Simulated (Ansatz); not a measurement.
The lowest singlet and triplet of ClIn (SMILES [Cl][In]); geometries from B3LYP-D3(BJ)/def2-TZVP, each state relaxed from the structure named, with no frequency check.
Singlet at the triplet's geometry (charge 0, multiplicity 1):
```tsv
atom	x (Å)	y (Å)	z (Å)
Cl	0.0000	0.0000	-1.7837
In	0.0000	0.0000	0.6188
```

A positive gap puts the triplet lower; no zero-point energy. U- takes an unrestricted singlet (broken symmetry where lower, unprojected). The triplet is unrestricted in single-reference levels.

Cores are frozen in the correlated methods. Filled d and f shells under p-block atoms count as core.

The values were computed with Ansatz (an electronic-structure program) with Gaussian orbitals. Each number belongs to the level named beside it. In def2 rows elements past Kr take small-core potentials, without spin–orbit coupling.

Task: Give the gap E(singlet) − E(triplet), vertical, at the triplet's geometry at the level U-wB97M-V/def2-TZVPP.

Result: -341 kJ/mol

Task: What gap E(singlet) − E(triplet), vertical, at the triplet's geometry does U-HF/def2-QZVPP give?

Result: -248 kJ/mol

Task: Estimate the gap E(singlet) − E(triplet), vertical, at the triplet's geometry that U-SCS-MP2/def2-SVP returns for this input.

Result: -304 kJ/mol
